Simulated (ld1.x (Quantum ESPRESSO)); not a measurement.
An all-electron radial function and its pseudo partner (Li (Z = 3))

Columns: radius, all-electron u(r) and pseudo u(r) of the 2p shell (level -1.06 eV) of lithium in the configuration [He] 2s1 2p0; PBEsol, scalar-relativistic, TM scheme, ld1.x (Quantum ESPRESSO) 7.5.

```
r (bohr)  all-electron  pseudo
   0.293        0.0263  0.0090
   0.586        0.0763  0.0352
   0.879        0.1306  0.0762
   1.172        0.1830  0.1283
   1.465        0.2313  0.1868
   1.758        0.2750  0.2465
   2.051        0.3155  0.3028
   2.344        0.3507  0.3516
   2.637        0.3796  0.3906
   2.930        0.4022  0.4187
   3.223        0.4185  0.4362
   3.516        0.4288  0.4445
   3.809        0.4335  0.4455
   4.102        0.4332  0.4410
   4.395        0.4284  0.4328
   4.688        0.4199  0.4218
   4.981        0.4084  0.4090
   5.274        0.3945  0.3947
   5.567        0.3790  0.3790
   5.860        0.3625  0.3625
   6.153        0.3453  0.3453
   6.446        0.3280  0.3280
   6.739        0.3107  0.3107
   7.032        0.2936  0.2936
   7.325        0.2769  0.2769
   7.618        0.2606  0.2606
```

(1) How many radial nodes do the two functions have?

(2) At about which radius was the pseudo-wave matched?

(3) Where does each function peak?

(4) Is the pseudo-wave norm-conserving?

Results:

(1) The all-electron 2p function has n − l − 1 = 0; the pseudo-wave has 0.

(2) 5.86 bohr. The columns agree to 0.0005 from 5.27 bohr on; several derivatives are matched, so the curves merge somewhat inside the radius.

(3) Outermost all-electron maximum near 3.81 bohr, pseudo maximum near 3.81 bohr (to the table’s step).

(4) Yes: the TM scheme keeps the norm inside the radius equal to the all-electron one, which fixes the energy derivative of the logarithmic derivative at the level.
